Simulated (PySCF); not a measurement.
Compound: C6H14O2Si.
SMILES with atom numbers: `[CH3:1][C:2]([CH3:3])([CH3:4])[CH2:5][C:6](=[O:7])[O:8][SiH3:9]` (hydrogens: H10, H11, H12 on C1; H13, H14, H15 on C3; H16, H17, H18 on C4; H19, H20 on C5; H21, H22, H23 on Si9)

The same species was optimised twice, with GFN2-xTB and with PBE0-D3(BJ)/def2-SVP (PySCF), and the same property calculations (PySCF, gas phase) were run on both structures.

```
      coordinate  GFN2-xTB  PBE0-D3(BJ)/def2-SVP  change
      O8–Si9 (Å)     1.662                 1.721  +0.059
       C6–O8 (Å)     1.328                 1.339  +0.011
       C6=O7 (Å)     1.204                 1.209  +0.005
       C5–C6 (Å)     1.505                 1.501  -0.004
       C2–C5 (Å)     1.548                 1.549  +0.001
       C2–C4 (Å)     1.529                 1.530  +0.001
       C2–C3 (Å)     1.531                 1.530  -0.001
       C1–C2 (Å)     1.530                 1.530   0.000
   C6–O8–Si9 (°)     121.6                 115.8    -5.8
    C2–C5–C6 (°)     111.3                 113.2    +1.9
    C3–C2–C5 (°)     108.3                 107.4    -0.9
    O7–C6–O8 (°)     121.6                 120.9    -0.7
    C5–C6–O8 (°)     113.2                 113.8    +0.6
    C4–C2–C5 (°)     109.8                 110.4    +0.6
    C1–C2–C5 (°)     109.7                 110.3    +0.6
    C3–C2–C4 (°)     109.6                 109.5    -0.1
 C1–C2–C5–C6 (°)        51                    55      +4
 C2–C5–C6–O7 (°)        77                    78      +1
C5–C6–O8–Si9 (°)       175                   176      +1
```

Rotational constants: A = 2821, B = 738.5, C = 693.7 MHz (GFN2-xTB) against A = 2840, B = 721.3, C = 682.8 MHz (PBE0-D3(BJ)/def2-SVP). Point groups within 0.08 Å: C1 and C1.

On the GFN2-xTB structure: HOMO (eV) -7.98 [PBE0/pcSseg-1]; LUMO (eV) -0.01 [PBE0/pcSseg-1]; dipole (D) 1.71 [PBE0/pcSseg-1]; GIAO shielding of C1/C3/C4 (mean) (ppm) 156.1 [PBE0/pcSseg-1]; GIAO shielding of C2 (ppm) 153.1 [PBE0/pcSseg-1]; GIAO shielding of C5 (ppm) 134.8 [PBE0/pcSseg-1]; GIAO shielding of C6 (ppm) 6.6 [PBE0/pcSseg-1]; GIAO shielding of O7 (ppm) -119.1 [PBE0/pcSseg-1]; GIAO shielding of O8 (ppm) 138.0 [PBE0/pcSseg-1]; GIAO shielding of Si9 (ppm) 391.7 [PBE0/pcSseg-1].

Task: What do these properties become on the PBE0-D3(BJ)/def2-SVP structure?

Result: 
```json
{"property": "HOMO (eV)", "level": "PBE0/pcSseg-1", "on GFN2-xTB": "-7.98", "on PBE0-D3(BJ)/def2-SVP": "-8.07", "change": "-0.09"}
{"property": "LUMO (eV)", "level": "PBE0/pcSseg-1", "on GFN2-xTB": "-0.01", "on PBE0-D3(BJ)/def2-SVP": "-0.11", "change": "-0.10"}
{"property": "dipole (D)", "level": "PBE0/pcSseg-1", "on GFN2-xTB": "1.71", "on PBE0-D3(BJ)/def2-SVP": "1.60", "change": "-0.11"}
{"property": "energy, GFN2-xTB geometry as zero (kcal/mol)", "level": "PBE0/pcSseg-1", "on GFN2-xTB": "0.0", "on PBE0-D3(BJ)/def2-SVP": "-2.9", "change": "-2.9"}
{"property": "GIAO shielding of C1/C3/C4 (mean) (ppm)", "level": "PBE0/pcSseg-1", "on GFN2-xTB": "156.1", "on PBE0-D3(BJ)/def2-SVP": "153.3", "change": "-2.8"}
{"property": "GIAO shielding of C2 (ppm)", "level": "PBE0/pcSseg-1", "on GFN2-xTB": "153.1", "on PBE0-D3(BJ)/def2-SVP": "152.2", "change": "-0.9"}
{"property": "GIAO shielding of C5 (ppm)", "level": "PBE0/pcSseg-1", "on GFN2-xTB": "134.8", "on PBE0-D3(BJ)/def2-SVP": "134.4", "change": "-0.4"}
{"property": "GIAO shielding of C6 (ppm)", "level": "PBE0/pcSseg-1", "on GFN2-xTB": "6.6", "on PBE0-D3(BJ)/def2-SVP": "3.5", "change": "-3.1"}
{"property": "GIAO shielding of O7 (ppm)", "level": "PBE0/pcSseg-1", "on GFN2-xTB": "-119.1", "on PBE0-D3(BJ)/def2-SVP": "-126.3", "change": "-7.2"}
{"property": "GIAO shielding of O8 (ppm)", "level": "PBE0/pcSseg-1", "on GFN2-xTB": "138.0", "on PBE0-D3(BJ)/def2-SVP": "120.6", "change": "-17.4"}
{"property": "GIAO shielding of Si9 (ppm)", "level": "PBE0/pcSseg-1", "on GFN2-xTB": "391.7", "on PBE0-D3(BJ)/def2-SVP": "387.5", "change": "-4.2"}
```

The heavy atoms differ by 0.084 Å rms after alignment. Among bonds between heavy atoms O8–Si9 changes most (+0.059 Å). Changes are differences of the printed values. Neither structure is proved a minimum here.

The values belong to the conformer `[CH3:1][C:2]([CH3:3])([CH3:4])[CH2:5][C:6](=[O:7])[O:8][SiH3:9]`: C1–C2–C5–C6 55°, C2–C5–C6–O7 78°, C5–C6–O8–Si9 176°.
